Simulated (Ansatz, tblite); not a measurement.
Adding an electron: Nb₄⁺ (the lowest doublet isomer of a short search). Total charge 1; doublet. Geometry: PBE-D4/def2-SVP. Ansatz, gas phase; energy differences of separate SCF runs; the reduced species is a singlet (the triplet lies 0.40 eV higher at PBE0-D4/def2-TZVP).

```xyz
4

Nb   -1.3400   -0.5983   -0.4902
Nb    0.5349   -0.9387    1.1147
Nb    1.0994    0.0842   -1.0854
Nb   -0.2944    1.4528    0.4610
```

In the def2 sets Nb takes a core potential; there is no spin–orbit coupling. The xTB rows come from tblite. The structure comes from a short search, and lower isomers may exist.

| level | −HOMO (eV) | −LUMO (eV) | vertical EA (eV) | HOMO–LUMO gap (eV) | remarks |
| --- | --- | --- | --- | --- | --- |
| GFN1-xTB | – | – | 11.48 | – | – |
| GFN2-xTB | – | – | 12.61 | – | – |
| PBE-D4/def2-TZVP | 7.99 | 7.71 | 5.50 | 0.28 | – |
| r2SCAN-D4/def2-TZVP | 7.91 | 7.29 | 5.23 | 0.62 | spin-contaminated (⟨S²⟩ 0.84) (+1 doublet) |
| PBE0-D4/def2-TZVP | 8.56 | 6.49 | 5.14 | 2.06 | spin-contaminated (⟨S²⟩ 0.92) (+1 doublet) |

  HOMO and LUMO are the levels of the spin that leaves or enters (xTB has no such levels and no spin-polarisation term). Other spin states of the ions may lie lower, which would lower the ionisation energy or raise the affinity. Raw xTB energy differences between charge states are shifted by several eV; the methods need an empirical correction for them.
